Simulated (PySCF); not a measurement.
Harmonic spectrum computed at PBE in the def2-SVPD basis family (core potentials from Rb on, PySCF, no spin–orbit coupling):

| symmetry | ω (cm⁻¹) | IR (km/mol) |
| --- | --- | --- |
| a1 | 125 | 0.1 |
| a1 | 364 | 0.9 |
| b2 | 403 | 101 |

Q: Which molecule gave it? In each, all ligands are bound to the one heavy central atom.
A. SSe₂⁻ (doublet)
B. InSe₂⁻ (singlet)
C. OsSe₂⁻ (doublet)
D. ClSe₂⁻ (singlet)

A: A. It has C2v symmetry with S–Se 2.197 Å (×2).
